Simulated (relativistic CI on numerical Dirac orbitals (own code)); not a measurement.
**Sn²⁺: q coefficients and field-shift factors**

Calculated at this level of theory: Dirac-Coulomb-Breit CI, separate exchange-only KLI orbitals for each configuration, valence Slater integrals scaled by 0.85, P86 correlation energy added to each configuration, derivatives by finite differences, QED left out (own radial code, finite nucleus).

Configuration list (outside the closed core [Kr] 4d10): 5s2, 5s.5p, 5p2, 5s.5d, 5d2, 5s.6s, 5s.6p, 5p.5d. Levels of other configurations are missing.

With x = (α/α₀)² − 1 an excitation energy changes as ω = ω₀ + qx; K = 2q/ω₀ is the relative enhancement. Terms are leading LS components, so labels can repeat. The field-shift factor is F = δν/δ⟨r²⟩ for the transition from the lowest level.

Lowest level 5s2 1S_0.

| Level | ω₀ (cm⁻¹) | q (cm⁻¹) | K | F (GHz/fm²) |
| --- | --- | --- | --- | --- |
| 5s.5p 3P°_0 | 49119.9 | 4108 | 0.167 | -9.53 |
| 5s.5p 3P°_1 | 50728.5 | 5729 | 0.226 | -9.59 |
| 5s.5p 3P°_2 | 54452.1 | 10030 | 0.369 | -9.72 |
| 5s.5p 1P°_1 | 79021.4 | 8708 | 0.22 | -9.26 |
| 5p2 1D_2 | 123363.9 | 14010 | 0.227 | -16.2 |
| 5p2 3P_0 | 124023.7 | 11710 | 0.189 | -19.9 |
| 5p2 3P_1 | 126437.5 | 15010 | 0.237 | -20 |
| 5p2 3P_2 | 130317.5 | 19280 | 0.296 | -19.6 |
| 5s.6s 3S_1 | 135290.0 | 7094 | 0.105 | -5.87 |
| 5s.5d 3D_1 | 137318.3 | 10290 | 0.15 | -8.92 |
| 5s.5d 3D_2 | 137499.8 | 10480 | 0.152 | -8.92 |
| 5s.5d 3D_3 | 137769.8 | 10740 | 0.156 | -8.91 |
| 5s.6s 1S_0 | 140242.6 | 7060 | 0.101 | -5.79 |
| 5p2 1S_0 | 151368.1 | 18580 | 0.245 | -19.5 |
| 5s.5d 1D_2 | 154574.1 | 12510 | 0.162 | -12.7 |
| 5s.6p 3P°_0 | 155114.0 | 7960 | 0.103 | -8.3 |
| 5s.6p 3P°_1 | 155480.5 | 8264 | 0.106 | -8.31 |
| 5s.6p 3P°_2 | 156534.3 | 9504 | 0.121 | -8.33 |
| 5s.6p 1P°_1 | 160167.6 | 9418 | 0.118 | -8.54 |
| 5p.5d 3F°_2 | 197570.7 | 16040 | 0.162 | -20 |
| 5p.5d 3F°_3 | 199955.5 | 18290 | 0.183 | -20 |
| 5p.5d 1D°_2 | 201717.1 | 18950 | 0.188 | -20 |
| 5p.5d 3F°_4 | 203111.5 | 22340 | 0.22 | -20.1 |

For a near-neutral ion this model can misplace configurations by up to about 10,000 cm⁻¹ (more where the count of f electrons changes) and terms by 10 to 25 % of their spread. Rates follow the energies as ν³ (E1, M1) or ν⁵ (E2), so they and the lifetimes can be off by large factors. The fine structure of a lone outer electron comes out too small, for d and f at times inverted, and misplaced configurations move strength between like terms.
